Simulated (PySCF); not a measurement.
**Dipole response of Bi (bismuth, neutral)**

[Xe] 4f14 5d10 6s2 6p3, high-spin 4S determinant. All numbers are calculated (PySCF 2.14, scalar relativity by spin-free X2C-1e, in x2c-TZVPPall with one added diffuse shell each of s, p, d, f type (12s8p7d4f, 99 functions)). Coupled (time-dependent) response in atomic units; α is the mean over directions.

| method | mean α (bohr³) | C₆ (like pair) | S(−4) |
| --- | --- | --- | --- |
| r2SCANh | 51.13 | 634.7 | 698.4 |

S(−4) is the Cauchy moment in α(ω) = α(0) + S(−4) ω² + …

Reference α: 48 ± 4 bohr³ (recommended; Schwerdtfeger and Nagle, table of static dipole polarizabilities (2023 update)). Published C₆: 513.0 (Gould and Bucko (2016)).

α(iu) at r2SCANh:

| u (hartree) | α(iu) (bohr³) |
| --- | --- |
| 0 | 51.13 |
| 0.0500 | 49.46 |
| 0.100 | 45.21 |
| 0.200 | 34.67 |
| 0.300 | 26.07 |
| 0.500 | 15.92 |
| 0.750 | 9.975 |
| 1.00 | 7.012 |
| 1.50 | 4.210 |
| 2.00 | 2.898 |
| 3.00 | 1.657 |
| 5.00 | 0.7570 |

Spin-orbit coupling, which splits the p, d and f shells strongly at this Z, is absent. Spin-orbit coupling is strong in this species (close to jj coupling), so the high-spin LS determinant is a model state, not a physical level.
